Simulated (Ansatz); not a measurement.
Correlation energies of Cl3GaH5NSi, SMILES `[SiH3][NH2+][Ga-]([Cl])([Cl])[Cl]` by basis set

```xyz
11

Si   -1.4969   -0.1551    0.6828
N    -0.1896   -0.4938   -0.5137
Ga    1.6093    0.5153   -0.2936
Cl    0.9903    2.5725   -0.4649
Cl    2.6845   -0.3034   -1.9757
Cl    2.2474   -0.1378    1.6586
H    -2.6694   -0.9842    0.3128
H    -1.8022    1.2832    0.5713
H    -0.9636   -0.5409    2.0023
H     0.0737   -1.4774   -0.5154
H    -0.4835   -0.2785   -1.4646
```

Total charge 0; spin multiplicity 1. Correlated methods include outer-core shells of Ga, which these sets cover unevenly. Scalar relativity is left out up to krypton. Geometry: relaxed with PBE0-D4/def2-TZVP. It is one conformer, not always the lowest. Frozen core, restricted reference, Ansatz.

```
     basis      HF (Eh)  MP2 corr.  CCSD corr.  (T)  CCSD(T) total
  def2-SVP            ?          ?    -0.93896    ?              ?
def2-TZVPP  -3648.35975          ?           –    –              –
def2-QZVPP  -3648.44897   -1.46835           –    –              –
```

Question: Fill in the withheld values. (An estimate is asked.)

Answer: Computed: def2-SVP HF (Eh): -3647.46916; def2-SVP MP2 corr.: -0.88421; def2-SVP (T): -0.02337; def2-SVP CCSD(T) total: -3648.43149; def2-TZVPP MP2 corr.: -1.13689.
